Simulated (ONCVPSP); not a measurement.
Before and after: ONCV potential for antimony (Sb)

| Item | Value |
| --- | --- |
| Element | antimony (Sb) |
| Generator | ONCVPSP 4.0.1 |
| Type | optimised norm-conserving Vanderbilt (ONCV) |
| Functional | LDA (Perdew-Wang 92) |
| Relativity | scalar-relativistic |
| Frozen core | [Ar] 3d10 |
| Valence charge | 23 |
| Reference configuration | 4s2 4p6 4d10 5s2 5p3 |
| Partial waves | 4s+5s: rc 1.35 bohr, ncon 4, nbas 9, qcut 7.1 1/bohr, 2 projectors; 4p+5p: rc 1.55 bohr, ncon 4, nbas 8, qcut 10.5 1/bohr, 2 projectors; 4d: rc 1.35 bohr, ncon 4, nbas 9, qcut 9.2 1/bohr, local; f scattering state at 0.3 Ha: rc 1.50 bohr, ncon 5, nbas 8, qcut 7.8 1/bohr, 2 projectors, debl 3.7 Ha |
| Local potential | the d channel |
| Core correction | none |

All-electron outer shells of the reference configuration (LDA (PZ), scalar-relativistic, ld1.x):

```csv
shell,level (eV),outermost node (bohr),outermost maximum (bohr)
3p,-749.96,0.13,0.30
3d,-516.13,–,0.24
4s,-148.49,0.39,0.73
4p,-101.60,0.39,0.76
4d,-33.55,0.38,0.84
5s,-13.09,0.95,1.88
5p,-5.00,1.04,2.32
```

Change: d: rc 1.2.

Cutoffs: the cutoffs (Ha) at which the residual kinetic energy of the hardest occupied pseudo-wave falls to 1 and 0.1 mHa per electron; they do not see the model core or the augmentation charge, which bear on the density cutoff. Errors are all-electron minus pseudo energies relative to the spin-unpolarised reference configuration.

Problem. How do hardness, ghosts and transferability respond?

Solution. The potential gets harder (38 Ha and 65 Ha → 41 Ha and 136 Ha); the errors of the 4 common tests hardly move; neither file shows a bound ghost. A smaller radius makes the pseudo-wave follow the all-electron one further in, where it bends more sharply, so more plane waves are needed.

```csv
quantity,base,changed
"cutoff, loose",38 Ha,41 Ha
"cutoff, tight",65 Ha,136 Ha
loose cutoff by channel,"s 23 Ha, p 28 Ha, d 38 Ha","s 23 Ha, p 28 Ha, d 41 Ha"
bound ghosts,none,none
GHOST(+) flags under 300 eV,none,none
"error for 4s2 4p6 4d10 5s2 5p2, meV [ΔE 8.51 eV]",-2.0,-1.9
"error for 4s2 4p6 4d10 5s2 5p1, meV [ΔE 24.76 eV]",-6.1,-5.8
"error for 4s2 4p6 4d10 5s2 5p0, meV [ΔE 49.54 eV]",-13,-12
"error for 4s1 4p6 4d10 5s2 5p3, meV [ΔE 157.12 eV]",-574,-514
s: phases at 1.37 bohr within 0.05 rad from the reference energy up to (Ha; the scan ends near 5),to the end of the scan,to the end of the scan
p: phases at 1.58 bohr within 0.05 rad from the reference energy up to (Ha; the scan ends near 5),to the end of the scan,to the end of the scan
f: phases at 1.52 bohr within 0.05 rad from the reference energy up to (Ha; the scan ends near 5),to the end of the scan,to the end of the scan
```

Base: The cutoffs count occupied waves only; projector 2 of the f channel, the hardest unoccupied one, needs 125 Ha at the loose tolerance. Changed file: The cutoffs count occupied waves only; projector 2 of the f channel, the hardest unoccupied one, needs 125 Ha at the loose tolerance.
